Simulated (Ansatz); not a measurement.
Gas-phase electronic energies from Ansatz, PBE0-D4/def2-TZVP geometries. CCSD(T)/CBS adds triple-zeta CCSD(T) − MP2 to the extrapolated MP2 energy (def2 sets, frozen cores). Functionals use def2-TZVPP. For Ge outer-core shells are correlated without core-valence functions, which leaves a few kJ/mol of doubt a bond. Scalar relativity is left out up to krypton. One conformer a species, not always the lowest.

Reaction (redistribution): `BB(O)S` + `[NH2][Ge][F]` → `BB(N)O` + `[F][Ge][SH]`

`BB(O)S`:

Cartesian coordinates in Å:
```
B -0.497 0.943 0.326
B 0.448 -0.363 -0.121
O 1.796 -0.531 -0.157
S -0.515 -1.819 -0.655
H -0.880 1.746 -0.477
H -0.910 1.065 1.445
H 2.292 0.239 0.126
H -1.735 -1.279 -0.488
```

`[NH2][Ge][F]`:

```xyz
5

N    -0.088   -0.595    0.213
Ge   -0.796    0.792   -0.710
F     0.616    1.836   -0.497
H    -0.563   -1.471    0.366
H     0.831   -0.562    0.628
```

`BB(N)O`:

Z-matrix (Å, degrees):
```
B
B 1 1.706
H 1 1.200 2 122.7
H 1 1.202 2 121.9 3 179.4
N 2 1.404 1 120.3 3 -36.7
O 2 1.380 1 123.4 3 145.0
H 5 1.003 2 122.9 1 6.7
H 5 1.007 2 122.7 1 -173.8
H 6 0.957 2 112.6 1 4.3
```

`[F][Ge][SH]`:

Z-matrix (Å, degrees):
```
Ge
F 1 1.757
S 1 2.235 2 95.2
H 3 1.345 1 92.2 2 -180.0
```

| level | ΔE (kJ/mol) | difference from CCSD(T)/CBS |
| --- | --- | --- |
| PBE-D4 | -57.5 | -2.4 |
| BLYP-D4 | -59.7 | -4.6 |
| r2SCAN-D4 | -54.6 | 0.5 |
| PBE0-D4 | -57.8 | -2.7 |
| r2SCANh-D4 | -55.2 | -0.1 |
| PBE-QIDH | -54.5 | 0.6 |
| revPBE | -58.4 | -3.3 |
| r2SCAN0 | -56.5 | -1.4 |
| BHLYP | -61.7 | -6.6 |
| CAM-B3LYP | -58.5 | -3.4 |
| RPA@PBE/def2-TZVPP | -53.4 | 1.7 |
| HF/def2-TZVPP | -61.3 | -6.2 |
| SCS-MP2/def2-TZVPP | -51.5 | 3.6 |
| MP2/def2-QZVPP | -51.6 | 3.5 |
| HF/CBS(def2) | -62.1 | -7.0 |
| CCSD/CBS(def2) | -56.0 | -0.9 |
| CCSD(T)/CBS | -55.1 | 0 |

Largest T1 diagnostic among the species: 0.015.

In def2-TZVPP, CCSD(T) changes the Hartree–Fock value by +8.5 kJ/mol (the triples alone add +1.0 kJ/mol) and MP2 by +11.2 kJ/mol. Leaving LDA and LC-ωPBE aside and taking each functional with its dispersion term where it has one, the values, not all of them listed here, spread over 8.1 kJ/mol, from BHLYP-D4 to ωB97X-V.
